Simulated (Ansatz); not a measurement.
Ansatz (a first-principles code) input (CCSD(T)/def2-SVPD):

Ansatz 0.2 input:
```yaml
crystal:
  periodic: [false, false, false]
  atoms:
    - {symbol: Ni, position_ang: [-0.00000000, -0.00000000, -0.36057558]}
    - {symbol: F, position_ang: [-0.00000000, -0.00000000, -2.09000804]}
    - {symbol: Cl, position_ang: [0.00000000, 0.00000000, 1.70036403]}
basis:
  gaussian:
    orbitals: def2-SVPD
magnetization: {spin_polarized: true, initial_magnetization: 2}
correlation: {method: ccsd_t, electrons: outside_noble_gas}
output: {forces: true}
```

Output:

```
Functional definition: HF
integrals: 0.12 GiB planned
820 factors; integrals over basis functions are off by at most 7.9e-4 eV
mean field: 0.41 GiB planned
mean field evaluation 1: about -56184.4235 eV, gradient 5.7e1 eV
mean field evaluation 2: about -56184.6155 eV, gradient 5.7e1 eV
mean field evaluation 4: about -56200.2489 eV, gradient 2.6e1 eV
mean field evaluation 8: about -56204.4232 eV, gradient 6.1e-1 eV
mean field evaluation 16: about -56204.4246 eV, gradient 1.6e-6 eV
mean field evaluation 32: about -56204.6080 eV, gradient 1.2e-2 eV
mean field evaluation 64: about -56199.9786 eV, gradient 4.5e0 eV
mean field evaluation 96: about -56198.4717 eV, gradient 1.6e1 eV
mean field evaluation 128: about -56204.6374 eV, gradient 3.4e0 eV
mean field evaluation 160: about -56194.3419 eV, gradient 3.3e1 eV
mean field evaluation 192: about -56195.4006 eV, gradient 5.8e0 eV
mean field evaluation 224: about -56204.6497 eV, gradient 3.2e-6 eV
mean field evaluation 256: about -56197.3579 eV, gradient 2.3e1 eV
mean field evaluation 288: about -56204.6497 eV, gradient 7.2e-4 eV
mean field evaluation 320: about -56202.0079 eV, gradient 4.3e-4 eV
mean field evaluation 352: about -56203.9255 eV, gradient 1.8e-1 eV
mean field evaluation 384: about -56204.6598 eV, gradient 3.5e-4 eV
mean field evaluation 416: about -56204.6598 eV, gradient 8.8e-3 eV
mean field evaluation 448: about -56203.9264 eV, gradient 2.1e-3 eV
mean field evaluation 480: about -56196.2526 eV, gradient 4.0e1 eV
mean field evaluation 512: about -56195.6198 eV, gradient 1.6e1 eV
mean field evaluation 544: about -56196.6248 eV, gradient 5.0e0 eV
mean field evaluation 576: about -56204.5164 eV, gradient 1.2e0 eV
mean field evaluation 608: about -56195.6573 eV, gradient 1.4e-3 eV
mean field evaluation 640: about -56196.2196 eV, gradient 1.5e0 eV
mean field -56204.65977932 eV, -2065.4831500035 hartree, gradient 2.3e-6 eV, S^2 2.005858; 14 other end points of the search recorded, 0 dependent functions left out
determinant -56204.65977932 eV, -2065.4831500035 hartree, with singles and doubles -56219.98239478 eV, -2066.0462457352 hartree
determinant -56204.64968471 eV, -2065.4827790333 hartree, with singles and doubles -56219.83140029 eV, -2066.0406967903 hartree
determinant -56204.42463212 eV, -2065.4745085030 hartree, with singles and doubles -56219.97438562 eV, -2066.0459514041 hartree
determinant -56203.92635210 eV, -2065.4561970501 hartree, with singles and doubles -56219.40842922 eV, -2066.0251528903 hartree
determinant -56202.00792887 eV, -2065.3856962968 hartree, with singles and doubles -56217.48636910 eV, -2065.9545184835 hartree
determinant -56204.65977932 eV, -2065.4831500035 hartree, with singles and doubles -56220.00295308 eV, -2066.0470012389 hartree
determinant -56204.64968471 eV, -2065.4827790333 hartree, with singles and doubles -56219.83987236 eV, -2066.0410081332 hartree
determinant -56204.42463212 eV, -2065.4745085030 hartree, with singles and doubles -56220.01379931 eV, -2066.0473998307 hartree
15 core orbitals not correlated
reference -56204.42463212 eV, -2065.4745085030 hartree; 13, 11 occupied and 56, 58 virtual orbitals, 820 factors
densities: 0.61 GiB planned
second order -15.13922391 eV of doubles, -0.00000000 eV of singles
coupled cluster: 0.45 GiB planned
cycle   1  -15.58917030 eV  change   -3.1e-6 eV  update   5.6e-6
cycle   2  -15.58916950 eV  change    8.0e-7 eV  update   3.8e-6
cycle   3  -15.58917224 eV  change   -2.7e-6 eV  update   2.9e-6
perturbative correction -0.47568758 eV, -0.0174811960 hartree
the calculation of the forces begins
Total energy: -56220.48949193 eV, -2066.0648812120 hartree
Atom 0 at    -0.000000    -0.000000    -0.360576 Å, force     0.000000     0.000000    -0.376668 eV/Å
Atom 1 at    -0.000000    -0.000000    -2.090008 Å, force     0.000000    -0.000000    -0.720551 eV/Å
Atom 2 at     0.000000     0.000000     1.700364 Å, force    -0.000000    -0.000000     1.097220 eV/Å
Dipole moment:    -0.000000     0.000000     0.108684 e Å
```

The spin state was set by rule; other spins were not relaxed.
